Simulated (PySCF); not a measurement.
# A thermochemical cycle for ZnI

PBE0 in PySCF with def2-SVP on every atom (core potentials on I), for the lowest determinant that a PBE0 search found; no spin–orbit coupling. ZnI, a doublet (σ ↑), has De = 1.58 eV to neutral atoms, and ZnI⁺, a singlet (closed shell), has De = 2.23 eV to Zn⁺ + I.

The adiabatic ionisation energy of ZnI, between the minima, is 8.18 eV.

Q: Which ionisation energy of the Zn atom does this level give?

A: IE(Zn) = IE(molecule) + De(ion) − De(neutral) = 8.18 + 2.23 − 1.58 = 8.83 eV; the measured value is 9.394 eV (NIST ASD).

These are scalar-relativistic numbers at best; spin–orbit coupling would shift them, the dissociation energy most. For an ion De counts to the pair picked by the measured ionisation energies or electron affinities, which need not be the lowest pair at this level. States were picked by a PBE0 search and need not be the measured ground states.
